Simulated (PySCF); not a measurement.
**Correlation energy of Gd⁵⁰⁺ (gadolinium, charge +50)**

[Ne] 3s2 3p2, high-spin 3P determinant. Computed with PySCF 2.14 in an even-tempered Gaussian basis (17 s from 11 bohr⁻², ratio 2.5; 12 p from 15 bohr⁻², ratio 2.5; 4 d from 58 bohr⁻², ratio 2.7; 4 f from 87 bohr⁻², ratio 2.7), with the spin-free X2C one-electron Hamiltonian (Gaussian nucleus). Frozen: 1s2; 12 electrons correlated; the 20 highest virtual orbitals of each spin left out.

| level | correlation energy (mhartree) |
| --- | --- |
| CCSD | -532.71 |
| (T) | -0.66 |
| CCSD(T) | -533.37 |

Diagnostics: T1 = 0.00042, D1 = 0.0018, largest double amplitude 0.042.

Spin-orbit coupling is strong in this species (close to jj coupling), so the high-spin LS determinant is a model state, not a physical level.

Cost of the coupled-cluster step: of the order of 30 core-seconds, for 12 correlated electrons.

At this charge the one-electron X2C treatment keeps the bare 1/r₁₂, with no two-electron picture change or Breit term. The effect here is smaller than on the frozen 1s shell; and a scalar Hamiltonian misses the large spin-orbit splitting of the p shells, which matters for ns² → np² pairs.

Spin-orbit coupling is strong in this species, so the high-spin LS determinant is a model state.
